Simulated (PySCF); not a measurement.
**Mayer bond orders and bond lengths**

C6H8F3P.
SMILES with atom numbers: `[CH3:1][C:2]1=[CH:3][CH2:4][P:5]([C:6]([F:7])([F:8])[F:9])[CH2:10]1` (hydrogens: H11, H12, H13 on C1; H14 on C3; H15, H16 on C4; H17, H18 on C10)

Geometry (GFN2-xTB, Å), atoms numbered from 1 in this order:
```
atom  x, y, z in Å
C1     2.328    0.587   -0.162
C2     1.026    0.050    0.325
C3     0.627   -1.211    0.275
C4    -0.723   -1.536    0.842
P5    -1.536    0.098    1.218
C6    -2.185    0.381   -0.542
F7    -1.303    0.191   -1.536
F8    -2.632    1.642   -0.674
F9    -3.223   -0.432   -0.797
C10    0.060    1.019    0.961
H11    2.159    1.323   -0.947
H12    2.861    1.083    0.650
H13    2.950   -0.211   -0.557
H14    1.221   -2.012   -0.135
H15   -1.341   -2.125    0.159
H16   -0.629   -2.109    1.771
H17    0.436    1.354    1.933
H18   -0.103    1.912    0.351
```

Bond orders from the PBE0/pcSseg-1 density (PySCF). The structure is a single GFN2-xTB conformer in the gas phase; no vibrational or solvent corrections.

**Question.** Where do the orders between heavy atoms depart from those drawn in the SMILES?

**Answer.** The largest departure is 0.139, at C2–C3 (drawn double, 1.861).

**Question.** Set the Mayer orders of the bonds between heavy atoms beside their lengths.

**Answer.** 
```csv
bond,drawn as,length (Å),Mayer order
C1–C2,single,1.490,1.075
C2–C3,double,1.323,1.861
C3–C4,single,1.500,1.008
C4–P5,single,1.863,0.973
P5–C6,single,1.897,0.894
C6–F7,single,1.343,0.971
C6–F8,single,1.344,0.975
C6–F9,single,1.343,0.977
P5–C10,single,1.860,0.970
C10–C2,single,1.509,1.010
```

By pair of heavy elements: C–C: lowest C3–C4 and C10–C2 (1.008, 1.500 Å), highest C2–C3 (1.861, 1.323 Å). C–P: lowest P5–C6 (0.894, 1.897 Å), highest C4–P5 and P5–C10 (0.973, 1.863 Å). C–F: all 3 within 0.02 of one another (0.971 to 0.977). Bonds named together lie within 0.004.

**Question.** And the bonds to hydrogen?

**Answer.** C–H: 0.92 to 0.97 (8 bonds).

**Question.** Sum the orders of all bonds at each heavy atom with more than one neighbour and set the sums beside the valence in the SMILES.

**Answer.** C1 3.927 (drawn 4), C2 3.946 (drawn 4), C3 3.839 (drawn 4), C4 3.826 (drawn 4), P5 2.837 (drawn 3), C6 3.817 (drawn 4), C10 3.827 (drawn 4). Orders between atoms that aren't bonded are not in these sums.

For a closed shell the Mayer order of atoms A and B is Σ (PS)μν (PS)νμ over the basis functions μ on A and ν on B, with P the density and S the overlap matrix.
